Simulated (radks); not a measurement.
Problem. The hafnium ion Hf7+ is in [Kr] 4d10 4f(5/2: 6, 7/2: 6) 5s2 5p(1/2: 2, 3/2: 3). All-electron calculation, Dirac Kohn-Sham, BLYP, spin-unpolarised, spherical densities, finite nucleus; Fermi nuclear charge, rms radius of each element as measured or else 0.836 A^(1/3) + 0.57 fm. Program: a radial shooting solver on a logarithmic mesh with Libxc functionals. Sub-shells are occupied by j as written (lower j first in brackets). One electron is removed from 4f5/2, 5p3/2, 5p1/2, 4f7/2 in turn, with full relaxation. Which removal costs least, and what does each cost?

Solution. 5p3/2 136.66 eV; 4f7/2 140.50 eV; 4f5/2 142.54 eV; 5p1/2 147.26 eV. The 5p3/2 electron leaves first.
